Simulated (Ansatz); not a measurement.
O4Re, charge -1, singlet, at a GFN2-xTB geometry (such geometries of metal compounds can be far from the true shape) (core potentials on Re) (a gas-phase anion, which may not be bound at this level); B3LYP/def2-SVP in Ansatz (an electronic-structure program).

The Ansatz input:
Ansatz 0.2 input:
```yaml
crystal:
  periodic: [false, false, false]
  atoms:
    - {symbol: Re, position_ang: [-0.00000000, -0.00000000, -0.00000000]}
    - {symbol: O, position_ang: [1.39815894, -0.28174519, -0.91187613]}
    - {symbol: O, position_ang: [0.42640792, 0.28515594, 1.61326043]}
    - {symbol: O, position_ang: [-0.81278078, 1.35112420, -0.61611495]}
    - {symbol: O, position_ang: [-1.01178608, -1.35453494, -0.08526935]}
basis:
  gaussian:
    orbitals: def2-SVP
hamiltonian:
  xc: b3lyp
total_charge: -1
accuracy: high
```

Question: What does Ansatz print? Leave out banner, timings and long lists.

Answer: 
```
Functional definition: B3LYP
1913 factors; integrals over basis functions are off by at most 2.8e-9 eV
mean field evaluation 1: about -10299.7481 eV, gradient 1.0e2 eV
mean field evaluation 2: about -10186.5772 eV, gradient 2.6e2 eV
mean field evaluation 4: about -10318.0631 eV, gradient 6.7e0 eV
mean field evaluation 8: about -10318.3169 eV, gradient 1.5e-1 eV
mean field evaluation 16: about -10318.3169 eV, gradient 1.3e-5 eV
mean field -10318.31694914 eV, -379.1911538743 hartree, gradient 1.3e-8 eV, S^2 0.000000; 0 other end points of the search recorded, 0 dependent functions left out
reference -10318.31698571 eV, -379.1911552186 hartree; 24, 24 occupied and 64, 64 virtual orbitals, 1913 factors
Total energy: -10318.31698571 eV, -379.1911552186 hartree
```
